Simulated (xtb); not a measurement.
C$_{4}$H$_{7}$O (SMILES C[CH]C(C)=O), doublet, from a rough starting geometry; GFN2-xTB run with xtb.

Input for xtb:
```
$ xtb mol.xyz --gfn 2 --uhf 1 --opt vtight --json

# file mol.xyz
12

C     -1.90034715     0.24176135    -0.30874092
C     -0.58187101     0.18969239     0.33148727
C      0.53858861    -0.26003013    -0.40061712
C      1.91885420    -0.21481647     0.32259734
O      0.44668401    -0.81453141    -1.49661749
H     -1.87877230    -0.40694698    -1.22302823
H     -2.20011584     1.28953105    -0.49117427
H     -2.66685636    -0.25086570     0.43892440
H     -0.38174397     0.73684472     1.22315073
H      1.72491725    -0.57765221     1.30012321
H      2.67261793    -0.70415494    -0.24111360
H      2.17845966     0.91250017     0.44930046
```

It wrote (shortened):

```
   ID    Z sym.   atoms
    1    6 C      1-4
    2    8 O      5
    3    1 H      6-12

           -------------------------------------------------
          |                Calculation Setup                |
           -------------------------------------------------

           -------------------------------------------------
          |                 G F N 2 - x T B                 |
           -------------------------------------------------

          ...................................................
          :                      SETUP                      :
          :.................................................:
          :  # basis functions                  27          :
          :  # atomic orbitals                  27          :
          :  # shells                           17          :
          :  # electrons                        29          :
          :  max. iterations                   250          :
          :  Hamiltonian                  GFN2-xTB          :
          :  restarted?                      false          :
          :  GBSA solvation                  false          :
          :  PC potential                    false          :
          :  electronic temp.          300.0000000     K    :
          :  accuracy                    1.0000000          :
          :  -> integral cutoff          0.2500000E+02      :
          :  -> integral neglect         0.1000000E-07      :
          :  -> SCF convergence          0.1000000E-05 Eh   :
          :  -> wf. convergence          0.1000000E-03 e    :
          :  Broyden damping             0.4000000          :
          :  net charge                          0          :
          :  unpaired electrons                  1          :
          ...................................................

 iter      E             dE          RMSdq      gap      omega  full diag
   1    -16.2623217 -0.162623E+02  0.415E+00    4.69       0.0  T
   2    -16.3009292 -0.386075E-01  0.196E+00    4.54       1.0  T
   3    -16.3054705 -0.454127E-02  0.147E+00    4.51       1.0  T
   4    -16.3107427 -0.527220E-02  0.237E-01    4.56       1.0  T
   5    -16.3110162 -0.273590E-03  0.113E-01    4.51       1.0  T
   6    -16.3110571 -0.408810E-04  0.552E-02    4.53       1.0  T
   7    -16.3110607 -0.355155E-05  0.194E-02    4.53       1.5  T
   8    -16.3110616 -0.878323E-06  0.433E-03    4.53       6.7  T
   9    -16.3110616 -0.369721E-07  0.190E-03    4.53      15.2  T
  10    -16.3110616 -0.174749E-07  0.537E-04    4.53      53.7  T
  11    -16.3110616 -0.561727E-09  0.244E-04    4.53     118.1  T

   *** convergence criteria satisfied after 11 iterations ***

         :::::::::::::::::::::::::::::::::::::::::::::::::::::
         ::                     SUMMARY                     ::
         :::::::::::::::::::::::::::::::::::::::::::::::::::::
         :: total energy             -16.110941585245 Eh    ::
         :: gradient norm              0.106658563337 Eh/a0 ::
         :: HOMO-LUMO gap              4.527755788739 eV    ::
         ::.................................................::
         :: SCC energy               -16.311058193584 Eh    ::
         :: -> isotropic ES            0.030247836705 Eh    ::
         :: -> anisotropic ES          0.001902228183 Eh    ::
         :: -> anisotropic XC          0.008052350836 Eh    ::
         :: -> dispersion             -0.005580111446 Eh    ::
         :: repulsion energy           0.200116608339 Eh    ::
         :: add. restraining           0.000000000000 Eh    ::
         :: total charge               0.000000000000 e     ::
         :::::::::::::::::::::::::::::::::::::::::::::::::::::

      -----------------------------------------------------------
     |                   =====================                   |
     |                        A N C O P T                        |
     |                   =====================                   |
[...]
 * total energy  :   -16.1248132 Eh     change       -0.3779751E-05 Eh
 * total energy  :   -16.1248161 Eh     change       -0.2881386E-05 Eh
 * total energy  :   -16.1248179 Eh     change       -0.1880793E-05 Eh
 * total energy  :   -16.1248193 Eh     change       -0.1346330E-05 Eh
 * total energy  :   -16.1248200 Eh     change       -0.7127680E-06 Eh
 * total energy  :   -16.1248203 Eh     change       -0.3179721E-06 Eh
 * total energy  :   -16.1248205 Eh     change       -0.2042962E-06 Eh
 * total energy  :   -16.1248208 Eh     change       -0.2455491E-06 Eh
 * total energy  :   -16.1248211 Eh     change       -0.3342467E-06 Eh
 * total energy  :   -16.1248214 Eh     change       -0.2767657E-06 Eh
 * total energy  :   -16.1248215 Eh     change       -0.1152047E-06 Eh
 * total energy  :   -16.1248215 Eh     change       -0.4050608E-07 Eh
   *** GEOMETRY OPTIMIZATION CONVERGED AFTER 21 ITERATIONS ***
         :: total energy             -16.124821531345 Eh    ::
[...]
        17                          0.0864133               2.3514
        18                          0.1317476               3.5850
        19                          0.1582057               4.3050
        20                          0.1717542               4.6737
        21                          0.1894441               5.1550
        22                          0.1928757               5.2484
        23                          0.2175662               5.9203
        24                          0.2223946               6.0517
        25                          0.2517903               6.8516
        26                          0.4018120              10.9339
        27                          0.5996738              16.3180
      -------------------------------------------------------------
                  HL-Gap            0.1640398 Eh            4.4637 eV
             Fermi-level           -0.3268709 Eh           -8.8946 eV

     #   Z          covCN         q      C6AA      α(0)
     1   6 C        3.754    -0.104    22.553     6.772
     2   6 C        2.890    -0.038    28.951     8.822
     3   6 C        2.813     0.216    23.433     7.931
     4   6 C        3.755    -0.136    23.170     6.863
     5   8 O        0.858    -0.392    21.523     6.220
     6   1 H        0.925     0.082     1.955     2.186
     7   1 H        0.924     0.075     2.030     2.228
     8   1 H        0.924     0.076     2.026     2.226
     9   1 H        0.926     0.049     2.329     2.386
    10   1 H        0.925     0.053     2.278     2.360
    11   1 H        0.925     0.065     2.142     2.289
    12   1 H        0.925     0.054     2.276     2.359

 Mol. C6AA /au·bohr⁶  :       1196.400279
 Mol. C8AA /au·bohr⁸  :      26403.847136
 Mol. α(0) /au        :         52.642630

Wiberg/Mayer (AO) data.
largest (>0.10) Wiberg bond orders for each atom

 ---------------------------------------------------------------------------
     #   Z sym  total        # sym  WBO       # sym  WBO       # sym  WBO
 ---------------------------------------------------------------------------
     1   6 C    3.993 --     2 C    1.122     6 H    0.977     7 H    0.932
                             8 H    0.932
     2   6 C    3.613 --     3 C    1.247     1 C    1.122     9 H    0.972
                             5 O    0.173
     3   6 C    3.952 --     5 O    1.675     2 C    1.247     4 C    0.991
     4   6 C    3.995 --     3 C    0.991    11 H    0.985    10 H    0.968
                            12 H    0.968
     5   8 O    1.984 --     3 C    1.675     2 C    0.173
     6   1 H    0.993 --     1 C    0.977
     7   1 H    0.993 --     1 C    0.932
     8   1 H    0.993 --     1 C    0.932
     9   1 H    0.998 --     2 C    0.972
    10   1 H    0.997 --     4 C    0.968
    11   1 H    0.996 --     4 C    0.985
    12   1 H    0.997 --     4 C    0.968
 ---------------------------------------------------------------------------

Topologies differ in total number of bonds
Writing topology from bond orders to xtbtopo.mol

molecular dipole:
                 x           y           z       tot (Debye)
 q only:       -0.478       0.626       0.938
   full:       -0.474       0.760       1.178       3.762
molecular quadrupole (traceless):
                xx          xy          yy          xz          yz          zz
 q only:        5.298       0.057      -1.485       2.057      -2.471      -3.813
  q+dip:        5.726      -0.132      -1.452       1.813      -2.758      -4.275
   full:        5.355       0.214      -0.826       1.882      -3.565      -4.530

optimized geometry written to: xtbopt.xyz

           -------------------------------------------------
          | TOTAL ENERGY              -16.124821531345 Eh   |
          | GRADIENT NORM               0.000046361291 Eh/α |
          | HOMO-LUMO GAP               4.463749229234 eV   |
           -------------------------------------------------
```
